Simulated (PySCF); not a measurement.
# Basis-set dependence of BeCl at CCSD(T)

PySCF, UHF reference; doublet, unpaired electrons σ ↑; De to Be + Cl without counterpoise correction. Frozen cores follow the default of each basis and core potential.

```tsv
basis	relativity	functions	Re (Å)	ωe (cm⁻¹)	De (eV)	frozen orbitals
3-21G	no relativity	22	1.867	786	2.97	5
def2-SVP	no relativity	27	1.848	811	3.28	5
pcseg-2	no relativity	49	1.803	864	3.76	5
def2-TZVPP	no relativity	61	1.824	820	3.62	5
cc-pVTZ/cc-pV(T+d)Z	no relativity	69	1.799	853	3.90	5
```

**Question.** How does each smaller set differ from the one with most functions, cc-pVTZ/cc-pV(T+d)Z?

**Answer.** 3-21G: +6.8 pm, -7.9 % in ωe, -0.93 eV in De; def2-SVP: +4.9 pm, -4.9 % in ωe, -0.62 eV in De; pcseg-2: +0.4 pm, +1.3 % in ωe, -0.14 eV in De; def2-TZVPP: +2.5 pm, -3.9 % in ωe, -0.28 eV in De. All at CCSD(T); the set with most functions is neither the basis-set limit nor always the best.

Correlated steps freeze 5 core orbitals. Correlated levels converge slowly with the basis: in double zeta they bind strong bonds too weakly, by up to about 1 eV, and carry superposition errors of some tenths. 3-21G is very small, so such numbers show the basis as much as the molecule. The state is the lowest determinant that a PBE0 search found; another state may lie lower at other levels.
